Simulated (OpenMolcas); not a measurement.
Computed levels of Cr+

* Program: OpenMolcas
* Method: CASSCF
* Basis: ANO-RCC-VTZP [6s5p3d2f1g]
* Scalar Hamiltonian: DKH2, point nucleus
* Active space: 5 electrons in 6 orbitals (3d 4s)
* State averaging: 2S+1 = 6 even, 6 roots; 2S+1 = 4 even, 57 roots; 2S+1 = 2 even, 88 roots
* Spin-orbit coupling: state interaction with AMFI integrals over the reference wave functions, term energies averaged over their components

With spin-orbit coupling, above the lowest level:

| Configuration | Term | J | E (cm⁻¹) | Term weight % |
| --- | --- | --- | --- | --- |
| 3d⁴ 4s | ⁶D | 1/2 | 0.0 | 100 |
| 3d⁴ 4s | ⁶D | 3/2 | 72.0 | 100 |
| 3d⁴ 4s | ⁶D | 5/2 | 191 | 100 |
| 3d⁴ 4s | ⁶D | 7/2 | 355 | 100 |
| 3d⁴ 4s | ⁶D | 9/2 | 561 | 100 |
| 3d⁵ | ⁶S | 5/2 | 1760 | 100 |
| 3d⁴ 4s | ⁴D(1) | 1/2 | 12910 | 100 |
| 3d⁴ 4s | ⁴D(1) | 3/2 | 13015 | 100 |
| 3d⁴ 4s | ⁴D(1) | 5/2 | 13186 | 100 |
| 3d⁴ 4s | ⁴D(1) | 7/2 | 13418 | 100 |
| 3d⁴ 4s | ⁴H | 7/2 | 22529 | 100 |
| 3d⁴ 4s | ⁴H | 9/2 | 22598 | 100 |
| 3d⁴ 4s | ⁴H | 11/2 | 22685 | 100 |
| 3d⁴ 4s | ⁴H | 13/2 | 22790 | 100 |
| 3d⁴ 4s | ⁴P | 1/2 | 23814 | 100 |
| 3d⁴ 4s | ⁴P | 3/2 | 24131 | 100 |
| 3d⁴ 4s | ⁴P | 5/2 | 24642 | 100 |
| 3d⁵ | ⁴G | 5/2 | 24670 | 99 |
| 3d⁵ | ⁴G | 7/2 | 24687 | 98 |
| 3d⁵ | ⁴G | 9/2 | 24709 | 99 |
| 3d⁵ | ⁴G | 11/2 | 24734 | 100 |
| 3d⁴ 4s | ⁴F | 3/2 | 25264 | 100 |
| 3d⁴ 4s | ⁴F | 5/2 | 25302 | 98 |
| 3d⁴ 4s | ⁴F | 7/2 | 25353 | 97 |
| 3d⁴ 4s | ⁴F | 9/2 | 25414 | 98 |
| 3d⁴ 4s | ⁴G | 5/2 | 27885 | 99 |
| 3d⁴ 4s | ⁴G | 7/2 | 27971 | 99 |
| 3d⁴ 4s | ⁴G | 9/2 | 28060 | 99 |
| 3d⁴ 4s | ⁴G | 11/2 | 28137 | 98 |
| 3d⁴ 4s | ²H | 9/2 | 29102 | 99 |
| 3d⁴ 4s | ²H | 11/2 | 29293 | 98 |
| 3d⁵ | ⁴P | 3/2 | 29518 | 98 |
| 3d⁵ | ⁴P | 1/2 | 29523 | 99 |
| 3d⁵ | ⁴P | 5/2 | 29545 | 98 |
| 3d⁴ 4s | ²P | 1/2 | 30829 | 98 |
| 3d⁴ 4s | ²P | 3/2 | 31481 | 78 |
| 3d⁵ | ⁴D | 7/2 | 31536 | 97 |
| 3d⁵ | ⁴D | 1/2 | 31592 | 98 |
| 3d⁵ | ⁴D | 5/2 | 31597 | 95 |
| 3d⁵ | ⁴D | 3/2 | 31631 | 77 |

Against the 12 measured excited levels shown (NIST Handbook of Basic Atomic Spectroscopic Data) the mean absolute deviation is 8000 cm-1; the largest miss in energy is 3d⁴ 4s ⁶D_1/2: computed -1760, measured 11962 cm⁻¹ (-114.7 %). These deviations count from the computed level that pairs with the measured ground level.

Spin-orbit coupling puts the lowest level 336 cm⁻¹ below the lowest spin-free term.

For ⁶D the intervals divided by the larger J are 48.0, 47.5, 46.8, 46.0 cm-1. Landé's interval rule makes them equal in pure LS coupling; they differ by 4 % of their mean. The multiplet is regular.

Without dynamic correlation excited terms often stand tens of per cent too high (terms of higher spin than the ground term too low), and those without a measured partner can miss by more than the paired ones. The lowest computed level is not the ground level that NIST lists (6S5/2). A single d shell beside an s shell can misplace configurations of different d count against each other. Computed and measured levels are paired by configuration, term and J; levels that our copy of the source lacks, or whose pairing is in doubt (as where it misses far off the trend of its configuration), stay unpaired and out of the deviations. Only configurations of the active space appear. The first state left out of the spin-orbit step lies near 45000 cm-1 above the lowest spin-free state of the reference (among the parities and spins computed), and the list stops at four fifths of that energy or lower. The table shows the lowest 40 of 52 levels.

The RASSCF and RASSI steps took 67 s on 1 thread of Arm Neoverse V2 (shared host); the integral step is not counted.

The term weight is that of the spin-free term in the level, not the purity of its configuration. A number in round brackets counts repeated terms of one configuration in the order of the reference energies.
